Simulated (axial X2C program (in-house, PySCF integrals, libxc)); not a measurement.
# Potential curves of TaH, two-component

Computed with an in-house relativistic program for diatomic molecules. Two-component (2c) means X2C with spin–orbit coupling and atomic mean-field two-electron Coulomb and Gaunt terms. Basis: Ta dyall-v3z [13s14p9d7f2g], H dyall-v3z [6s2p1d] (cores contracted in-house); Gaussian nuclei, density fitting, unrestricted open shells. Masses: Ta 180.948 u, H 1.008 u.

State: Ω = 1 (⟨Sz⟩ = 1.98, ⟨Lz⟩ = -0.98 at HF). Energies in kJ/mol from the lowest point of each curve. Fits are polynomials in 1 − R0/R over 0.85 to 1.23 times the lowest point R0.

```
 R (Å)     HF    MP2
1.5425  58.65  36.99
1.6134  29.50  14.99
1.6666  15.10   5.43
1.7198   5.93   0.72
1.7730   1.11   0.00
1.8351   0.00   3.26
1.8971   2.82  10.04
1.9769  10.95  22.71
2.0744  25.94  42.49
2.2163  54.14  76.33
```

Correlated methods: 28 electrons correlated (number of frozen shells: Ta 4 s, 3 p, 2 d; H none), 230 virtual spin orbitals or spinors in MP2.

Occupations by symmetry block were frozen at the best pattern of an incomplete PBE0 search. With several unpaired electrons one determinant need not be a pure state. Open-shell Ω = 0 determinants with evenly filled partner blocks cannot be reached by this program, so the Ω shown need not be the lowest component. The lowest spin-free determinant has another configuration (M_S = 2, Λ = 2), so the order of states is uncertain and this need not be the ground state. MP2 and coupled cluster on one determinant become unreliable at the stretched end.

Problem. Fit the HF curve near its minimum: give the equilibrium distance and the harmonic wavenumber.

Solution. At HF, 2c: Re = 1.820 Å, ωe ≈ 1740 cm⁻¹; Be follows as 5.08 cm⁻¹.

Problem. What are Re and ωe at the MP2 level?

Solution. At MP2, 2c: Re = 1.757 Å, ωe ≈ 1860 cm⁻¹; Be follows as 5.45 cm⁻¹.
